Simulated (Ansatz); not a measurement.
Stepwise reaction of `[NH2][SbH][NH2]` with water, as a gas-phase model of exchange steps in deposition or etching. ΔE in kJ/mol; ΔG adds harmonic PBE0-D4 terms to CCSD(T)/CBS, at 1 bar.

Gas-phase electronic energies from Ansatz, PBE0-D4/def2-TZVP geometries. CCSD(T)/CBS adds triple-zeta CCSD(T) − MP2 to the extrapolated MP2 energy (def2 sets, frozen cores). This one scheme is used for every species. DFT in def2-TZVPP. B3LYP here is the variant with VWN-RPA as its local correlation; programs differ in this. Elements past krypton have def2 core potentials. For Sb outer-core shells are correlated without core-valence functions, which leaves a few kJ/mol of doubt a bond. Each species was taken in one conformer, which may not be the lowest.

```csv
step,reaction,PBE-D4,B3LYP-D4,ωB97M-V,CCSD(T)/CBS,ΔG(400 K)
2,`[NH2][SbH][OH]` + H₂O → `[OH][SbH][OH]` + NH₃,-27.5,-27.1,-24.9,-23.3,-19.0
```

(1) Give the row of step 1, `[NH2][SbH][NH2]` + H₂O → `[NH2][SbH][OH]` + NH₃. (Estimate.)

(2) By hand: ΔE of the 2 steps together at CCSD(T)/CBS.

Results:

(1) Computed: 
```json
{"step": "1", "reaction": "`[NH2][SbH][NH2]` + H₂O → `[NH2][SbH][OH]` + NH₃", "PBE-D4": "-30.3", "B3LYP-D4": "-31.9", "ωB97M-V": "-31.0", "CCSD(T)/CBS": "-27.6", "ΔG(400 K)": "-25.8"}
```

(2) (-27.6) + (-23.3) = -50.9 kJ/mol, or -25.5 kJ/mol a step.

In ΔE the steps differ by no more than 4.3 kJ/mol. All are downhill at CCSD(T)/CBS. ΔG lies between -25.8 and -19.0 kJ/mol a step. PBE-D4 differs from CCSD(T)/CBS by -4.2 to -2.7 kJ/mol a step. Isolated molecules leave out the surface, adducts and barriers. Largest T1 diagnostic: 0.015.
